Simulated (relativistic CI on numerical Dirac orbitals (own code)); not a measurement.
**Forbidden lines of Sr13+**

Method of calculation: Dirac-Coulomb-Breit CI, KLI orbitals optimised for each configuration, model QED (radiative potential, 1s self-energy scaled to tabulated hydrogen-like ionisation energies), unscaled Slater integrals (own radial code, finite nucleus).

Configuration list (outside the closed core [Ne]): 3s²3p⁶3d⁷, 3s²3p⁵3d⁸, 3s²3p⁴3d⁹, 3s3p⁶3d⁸, 3s²3p⁶3d⁶4s, 3p⁶3d⁹, 3s²3p⁶3d⁶4p, 3s²3p⁶3d⁶4d, 3s3p⁵3d⁹, 3s²3p⁶3d⁵4s², 3s²3p⁶3d⁶4f, 3s²3p⁶3d⁵4s4p, 3s²3p⁶3d⁶5s, 3s²3p⁵3d⁷4s, 3s²3p⁶3d⁵4p², 3s²3p⁶3d⁶5p. Levels of other configurations are missing.

```tsv
λ vac (nm)	Lower	Upper	Type	A (s⁻¹)	log gf
71.391	3s²3p⁶3d⁷ ⁴F3/2 [4]	3s²3p⁶3d⁷ ²D3/2 [18]	M1	4.11e+01	-7.90
84.660	3s²3p⁶3d⁷ ⁴P3/2 [5]	3s²3p⁶3d⁷ ²D3/2 [18]	M1	6.38e+01	-7.56
87.673	3s²3p⁶3d⁷ ⁴P5/2 [6]	3s²3p⁶3d⁷ ²D3/2 [18]	M1	9.23e+01	-7.37
88.416	3s²3p⁶3d⁷ ⁴F9/2 [1]	3s²3p⁶3d⁷ ²F7/2 [17]	M1	3.34e+01	-7.50
98.303	3s²3p⁶3d⁷ ⁴F7/2 [2]	3s²3p⁶3d⁷ ²F7/2 [17]	M1	2.17e+01	-7.60
102.41	3s²3p⁶3d⁷ ⁴P3/2 [10]	3s²3p⁶3d⁷ ²D3/2 [18]	M1	6.90e+01	-7.36
104.87	3s²3p⁶3d⁷ ⁴F5/2 [3]	3s²3p⁶3d⁷ ²F7/2 [17]	M1	1.48e+01	-7.71
107.74	3s²3p⁶3d⁷ ²D5/2 [11]	3s²3p⁶3d⁷ ²D3/2 [18]	M1	1.96e+02	-6.86
116.05	3s²3p⁶3d⁷ ⁴F3/2 [4]	3s²3p⁶3d⁷ ²F5/2 [16]	M1	4.46e+01	-7.27
142.84	3s²3p⁶3d⁷ ⁴F5/2 [3]	3s²3p⁶3d⁷ ²D3/2 [15]	M1	1.92e+02	-6.63
151.16	3s²3p⁶3d⁷ ⁴F3/2 [4]	3s²3p⁶3d⁷ ²D3/2 [15]	M1	5.44e+01	-7.13
158.39	3s²3p⁶3d⁷ ²G9/2 [7]	3s²3p⁶3d⁷ ²F7/2 [17]	M1	5.74e+01	-6.76
173.98	3s²3p⁶3d⁷ ⁴F7/2 [2]	3s²3p⁶3d⁷ ²D5/2 [11]	M1	3.40e+02	-6.03
189.53	3s²3p⁶3d⁷ ²G7/2 [9]	3s²3p⁶3d⁷ ²F7/2 [17]	M1	5.64e+01	-6.61
195.65	3s²3p⁶3d⁷ ⁴F5/2 [3]	3s²3p⁶3d⁷ ²D5/2 [11]	M1	2.04e+01	-7.15
200.13	3s²3p⁶3d⁷ ⁴F9/2 [1]	3s²3p⁶3d⁷ ²G9/2 [7]	M1	1.59e+02	-6.02
204.23	3s²3p⁶3d⁷ ⁴F7/2 [2]	3s²3p⁶3d⁷ ²G7/2 [9]	M1	5.43e+01	-6.57
216.06	3s²3p⁶3d⁷ ⁴F5/2 [3]	3s²3p⁶3d⁷ ⁴P3/2 [10]	M1	7.24e+01	-6.69
234.75	3s²3p⁶3d⁷ ⁴F5/2 [3]	3s²3p⁶3d⁷ ²G7/2 [9]	M1	2.92e+01	-6.72
235.70	3s²3p⁶3d⁷ ⁴F3/2 [4]	3s²3p⁶3d⁷ ⁴P3/2 [10]	M1	5.12e+01	-6.77
259.12	3s²3p⁶3d⁷ ⁴F7/2 [2]	3s²3p⁶3d⁷ ²G9/2 [7]	M1	2.72e+01	-6.56
275.98	3s²3p⁶3d⁷ ⁴F7/2 [2]	3s²3p⁶3d⁷ ⁴P5/2 [6]	M1	1.94e+01	-6.88
326.35	3s²3p⁶3d⁷ ²G9/2 [7]	3s²3p⁶3d⁷ ²H9/2 [14]	M1	8.99e+01	-5.84
395.21	3s²3p⁶3d⁷ ⁴P3/2 [5]	3s²3p⁶3d⁷ ²D5/2 [11]	M1	3.26e+01	-6.34
421.49	3s²3p⁶3d⁷ ⁴P3/2 [10]	3s²3p⁶3d⁷ ²D3/2 [15]	M1	1.24e+02	-5.88
488.44	3s²3p⁶3d⁷ ⁴P3/2 [5]	3s²3p⁶3d⁷ ⁴P3/2 [10]	M1	5.65e+01	-6.09
529.23	3s²3p⁶3d⁷ ²D5/2 [11]	3s²3p⁶3d⁷ ²D3/2 [15]	M1	8.68e+01	-5.84
535.20	3s²3p⁶3d⁷ ⁴P1/2 [8]	3s²3p⁶3d⁷ ²P1/2 [13]	M1	9.66e+01	-6.08
609.25	3s²3p⁶3d⁷ ⁴P5/2 [6]	3s²3p⁶3d⁷ ⁴P3/2 [10]	M1	5.95e+01	-5.88
879.13	3s²3p⁶3d⁷ ⁴F9/2 [1]	3s²3p⁶3d⁷ ⁴F7/2 [2]	M1	4.84e+01	-5.35
```

Terms are leading LS components. Brackets give the number of a level in order of energy, since labels repeat. The list gives strong lines, with weight on those to low levels, among the lowest 200 of 2421 levels, so that lines to higher ones, which can be the strongest, are missing. Levels whose partners in the same complex of configurations lie outside the list can be far off, and so can their lines. Rates are taken at the computed energies, electric ones in the length gauge.

At this charge energies of transitions that change n are usually good to better than 1 %, and those within a shell (Δn = 0) to a few per cent. Terms inside the open d or f shell come out 10 to 20 % too wide with unscaled integrals.

LS names give the leading component of a level, which can be under half, so a name can repeat, a term be missing and a line seem to break the LS rules.
